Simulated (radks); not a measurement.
Neutral strontium, 38 electrons, occupied as [Kr] 5s2. All-electron calculation, Dirac Kohn-Sham, PBE, spin-unpolarised, spherical densities, finite nucleus; Fermi nuclear charge, rms radius 4.224 fm. Program: a radial shooting solver on a logarithmic mesh with Libxc functionals.

Spin-orbit splittings of the eigenvalues, e(l+1/2) - e(l-1/2), with zeta = 2 splitting/(2l+1) and mean radii in bohr:

| shell | occ. | splitting (eV) | zeta (eV) | <r> j=l-1/2 | <r> j=l+1/2 |
|---|---|---|---|---|---|
| 2p | 6 | 68.41 | 45.61 | 0.1475 | 0.1517 |
| 3p | 6 | ? | ? | 0.4913 | 0.5018 |
| 3d | 10 | 1.830 | 0.7320 | 0.4962 | 0.4998 |
| 4p | 6 | 1.160 | 0.7734 | 1.545 | 1.579 |

Estimate the 3p splitting.

Answer. 10.49 eV (zeta = 6.991 eV).
